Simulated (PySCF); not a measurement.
C4H2F3O2 (doublet state).
Geometry (GFN2-xTB, Å), atoms numbered from 1 in this order:
```
atom  x, y, z in Å
O1     2.0656   -0.2720    1.3814
C2     2.4827   -0.1225    0.2809
O3     1.7325    0.0193   -0.8430
C4     0.4205    0.0300   -0.8104
C5    -0.5182   -0.1340    0.0810
C6    -1.9779   -0.0316   -0.2381
F7    -2.5922    0.8805    0.5337
F8    -2.2200    0.3089   -1.5066
F9    -2.6175   -1.1939   -0.0206
H10    3.5399   -0.0743   -0.0143
H11   -0.3101   -0.3678    1.1301
```

The hyperfine couplings belong to this conformer and change with its torsions.

The species is `O=CO/[C]=C/C(F)(F)F` [radical].

Method used: UKS B3LYP, pcH-1 on C F H O, non-relativistic, mean-field spin-orbit, GIAO in PySCF. The structure is a single GFN2-xTB conformer in the gas phase; no vibrational or solvent corrections. The geometry wasn't refined by DFT: couplings that depend on bond lengths, twists or pyramidal angles can differ widely from those at the functional's own minimum.

Q: Count the α and β electrons and give S(S+1).

A: Nα = 35, Nβ = 34 (69 in all), and S(S+1) = 0.75 for S = 1/2.

Mulliken spin populations, one withheld:

| atom | bound to | population |
| --- | --- | --- |
| O1 | C2 | +0.0129 |
| C2 | O1, O3, H10 | +0.0341 |
| O3 | C2, C4 | +0.0141 |
| C4 | O3, C5 | +0.9815 |
| C5 | C4, C6, H11 | ? |
| C6 | C5, F7, F8, F9 | +0.0202 |
| F7 | C6 | -0.0015 |
| F8 | C6 | +0.0010 |
| F9 | C6 | -0.0012 |
| H10 | C2 | +0.0110 |
| H11 | C5 | +0.0644 |

Q: Complete the table.

A: The populations add up to Nα − Nβ = 1, and the others sum to 1.1365, so C5 holds -0.136.

Q: How is the spin shared among the elements?

A: Carbon +0.90, hydrogen +0.08, oxygen +0.03, fluorine 0.00. The positive populations sum to 1.14, the negative ones to -0.14.

Q: With ⟨S²⟩ = 0.7585, find the sum of squared α–β overlaps and estimate the admixture of higher spin.

A: For a single determinant ⟨S²⟩ = S(S+1) + Nβ − Σ|⟨iα|jβ⟩|², so the squared overlaps of occupied orbitals sum to 34 − 0.0085 = 33.9915. If the quartet state (S + 1) were the only admixture, its weight would be 0.0085/(2S + 2) = 0.28 %. For Kohn–Sham this describes the determinant of the orbitals, not the true wave function.

Q: What Fermi-contact NMR shifts do the couplings of C2, C5, C6, F7/F8/F9, H10 imply at 298 K (Curie law, g = gₑ)?

A: δ = a_FC·h·gₑ μB S(S+1)/(3 g_N μN kT), with k/h = 20836.6 MHz/K:

```tsv
nuclei	isotope	a_FC (MHz)	g_N	contact shift (ppm)
C2	13C	54.80	1.4048	+5774
C5	13C	21.75	1.4048	+2292
C6	13C	35.60	1.4048	+3751
F7/F8/F9	19F	-4.54	5.2577	-128
H10	1H	18.20	5.5857	+482
```

The shifts go as 1/T: at 348 K they are 0.856 times these. Entries for several nuclei are means.

Nuclei that the bonding pattern makes equivalent are averaged, as if the motion that swaps them (rotation, inversion, ring flip) were fast. The three 19F nuclei of mean -4.5 MHz run from -10.1 to 6.3 MHz in the frozen geometry.

The run took 47 s wall (grids of density and orbitals included) on Arm Neoverse V2, one thread (shared host), and the process peaked at 0.87 GiB of memory.
